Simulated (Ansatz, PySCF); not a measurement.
F₂O₂W, SMILES [O]=[W](=[O])([F])[F] (connectivity only; charge and spin as stated), charge +1, multiplicity 2. Atoms are numbered in the order given.

```xyz
5

W      0.0000     0.0000    -0.1155
O      0.0000     1.2900     1.0558
O      0.0000    -1.2900     1.0558
F     -1.5615     0.0000    -1.0485
F      1.5615     0.0000    -1.0485
```
Charge +1, spin multiplicity 2.

Geometry optimised at B3LYP-D3(BJ)/def2-SVP. The multiplicity is an assumed one; other spin states were not compared. The isomer is the one that the SMILES or the coordinates give; other isomers of the formula were not compared. The def2 effective core potentials stand for the cores of W; spin–orbit coupling is left out.

Two levels are set side by side: PBE-D3(BJ)/def2-SVP (Ansatz, an electronic-structure program) and B3LYP-D3(BJ)/def2-SVP (Ansatz). Each level has its own optimised geometry; the coordinates shown are those of the second. Frequencies come from the Hessian of PySCF at each geometry. Differences are taken from unrounded values.

```tsv
quantity	B3LYP-D3(BJ)
mean bond length (Å)	1.781
bond W1–O2 (Å)	1.742
bond W1–O3 (Å)	1.742
bond W1–F4 (Å)	1.819
bond W1–F5 (Å)	1.819
highest harmonic wavenumber (cm⁻¹)	962
mean harmonic wavenumber (cm⁻¹)	443
zero-point energy (kcal/mol)	5.70
```

Problem. What does PBE-D3(BJ) give, and how far is it from B3LYP-D3(BJ)? (An estimate is asked for; the answer gives what the named calculation found.)

Solution. 
| quantity | PBE-D3(BJ) | PBE-D3(BJ) minus B3LYP-D3(BJ) |
|---|---|---|
| mean bond length (Å) | 1.789 | 0.008 |
| bond W1–O2 (Å) | 1.751 | 0.008 |
| bond W1–O3 (Å) | 1.751 | 0.008 |
| bond W1–F4 (Å) | 1.827 | 0.008 |
| bond W1–F5 (Å) | 1.827 | 0.008 |
| highest harmonic wavenumber (cm⁻¹) | 939 | -22 |
| mean harmonic wavenumber (cm⁻¹) | 453 | 10 |
| zero-point energy (kcal/mol) | 5.83 | 0.13 |

Exact exchange shortens and stiffens bonds; PBE has none. Differences between two approximate levels are no errors against the true value.
